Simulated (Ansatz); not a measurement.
Si4MoO4H12⁻, that is Mo(OSiH3)4 with one electron more. Charge -1, multiplicity 2. Geometry PBE-D4/def2-SVP, that of the neutral triplet; atoms count from 1.

```xyz
21

Mo   -0.0266   -0.3096   -1.1136
O     1.2585    0.8882   -1.8306
Si    2.0618    2.2480   -1.1835
H     1.0892    3.3657   -0.9353
H     3.0571    2.6746   -2.2250
H     2.7956    1.9027    0.0842
O    -1.8895   -0.0683   -1.3880
Si   -3.1134    0.7017   -0.4834
H    -2.8990    2.1890   -0.4748
H    -3.1650    0.1823    0.9293
H    -4.4093    0.3815   -1.1725
O     0.5196   -2.1051   -1.0704
Si    1.0380   -3.4384   -0.1570
H     2.3898   -3.8619   -0.6543
H     0.0484   -4.5532   -0.3364
H     1.1171   -3.0447    1.2936
O    -0.1050    0.7621    0.5087
Si    0.0293    0.5612    2.1704
H     1.4675    0.3360    2.5685
H    -0.7816   -0.6239    2.6389
H    -0.4827    1.8121    2.8311
```

In the def2 sets Mo takes a core potential; there is no spin–orbit coupling. The highest occupied level of the charge -1 doublet lies above zero (up to 0.82 eV). By energy differences its removal costs 0.57 eV (vertical, to the charge 0 triplet, at PBE0-D4/def2-TZVP); self-interaction error and the lack of diffuse functions both raise the level.

**Question.** Estimate the Mulliken populations from the PBE0/def2-TZVP orbitals of Ansatz.

**Answer.** 
| atom | charge (e) | spin (α − β) | d electrons |
| --- | --- | --- | --- |
| Mo1 | 1.21 | 0.94 | 4.09 |
| O2 | -0.69 | 0.01 | – |
| Si3 | 0.35 | 0.00 | – |
| H4 | -0.07 | 0.00 | – |
| H5 | -0.10 | 0.00 | – |
| H6 | -0.07 | 0.00 | – |
| O7 | -0.69 | 0.01 | – |
| Si8 | 0.35 | 0.01 | – |
| H9 | -0.07 | 0.00 | – |
| H10 | -0.07 | 0.00 | – |
| H11 | -0.09 | 0.00 | – |
| O12 | -0.71 | 0.00 | – |
| Si13 | 0.38 | 0.01 | – |
| H14 | -0.07 | 0.00 | – |
| H15 | -0.07 | 0.00 | – |
| H16 | -0.06 | 0.00 | – |
| O17 | -0.65 | 0.01 | – |
| Si18 | 0.36 | 0.00 | – |
| H19 | -0.08 | 0.00 | – |
| H20 | -0.08 | 0.00 | – |
| H21 | -0.09 | 0.00 | – |
Mulliken values and Mayer orders depend strongly on the basis.

**Question.** Where does the spin sit?

**Answer.** Summed by element: Mo 0.94, O 0.02, Si 0.03, H 0.01, of 1 unpaired in all. Largest on single atoms: Mo1 0.94, Si13 0.01, Si8 0.01.

**Question.** And the Mayer bond orders between bonded heavy atoms (over 0.3)?

**Answer.** Mo1–O2 0.74 (1.90 Å); Mo1–O7 0.74 (1.90 Å); Mo1–O12 0.72 (1.88 Å); Mo1–O17 0.60 (1.95 Å); O2–Si3 1.20 (1.71 Å); O7–Si8 1.20 (1.71 Å); O12–Si13 1.21 (1.70 Å); O17–Si18 1.28 (1.68 Å).
